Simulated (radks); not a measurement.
Coulomb parameter of the 4f shell of the promethium ion Pm+ in the model configuration [Xe] 4f3 5d2 6s1, as a second difference U = [E(n + 1) + E(n - 1) - 2 E(n)] / (1)^2 with all orbitals relaxed. "Bare": the charge of the atom changes with n. "Screened": the 5d shell takes up the change at fixed total charge, which measures U(4f,4f) + U(5d,5d) - 2 U(4f,5d). Method: scalar-relativistic Kohn-Sham, PBE, spin-unpolarised, spherical densities, point nucleus; computed with a radial shooting solver on a logarithmic mesh with Libxc functionals.

case            configuration  E - E(n) (eV)
start        [Xe] 4f3 5d2 6s1          0.000
bare +1      [Xe] 4f4 5d2 6s1        -12.678
bare -1      [Xe] 4f2 5d2 6s1         28.638
screened +1  [Xe] 4f4 5d1 6s1         -7.614
screened -1  [Xe] 4f2 5d3 6s1         13.147

U(bare) = 15.960 eV, U(screened by 5d) = 5.533 eV, against the Slater integral F0(4f,4f) = 28.271 eV with frozen orbitals.
